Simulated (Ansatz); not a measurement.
`FBC1N[SiH2]1` + H–F → `FBF` + `C1N[SiH2]1`  (ligand exchange at a B–C bond)

Isolated molecules relaxed with PBE0-D4/def2-TZVP in Ansatz; ΔE leaves out vibrations. CCSD(T)/CBS is the MP2 limit (def2-TZVPP, def2-QZVPP) plus CCSD(T) − MP2 in def2-TZVPP, frozen cores. This one scheme is used for every species. Functionals use def2-TZVPP. B3LYP here is the variant with VWN-RPA as its local correlation; programs differ in this. One conformer a species, not always the lowest.

Task: Is it downhill or uphill in electronic energy at CCSD(T)/CBS, and by how much? (Estimate.)

Result: Ansatz gave: Downhill: ΔE = -1.26 eV.

Task: What do these levels give: PBE-D4, PBE0-D4, B3LYP-D4, ωB97X-V, B2PLYP, PBE, B3LYP, MP2/def2-TZVPP, SCS-MP2/def2-TZVPP, CCSD/def2-TZVPP, CCSD(T)/def2-TZVPP, HF/CBS(def2)? (Estimate.)

Result: The calculation gave: PBE-D4 -1.22, PBE0-D4 -1.25, B3LYP-D4 -1.33, ωB97X-V -1.35, B2PLYP -1.38, PBE -1.27, B3LYP -1.41, MP2/def2-TZVPP -1.28, SCS-MP2/def2-TZVPP -1.35, CCSD/def2-TZVPP -1.35, CCSD(T)/def2-TZVPP -1.32, HF/CBS(def2) -1.59 eV.

Largest T1 diagnostic among the species: 0.013.

In def2-TZVPP, CCSD(T) changes the Hartree–Fock value by +0.27 eV (the triples alone add +0.04 eV) and MP2 by +0.30 eV. The D4 term adds +0.08 eV with B3LYP and +0.04 eV with PBE0; it sums over pairs of atoms, weighted by their polarisabilities, and B3LYP, whose exchange is more repulsive, gets the larger term.
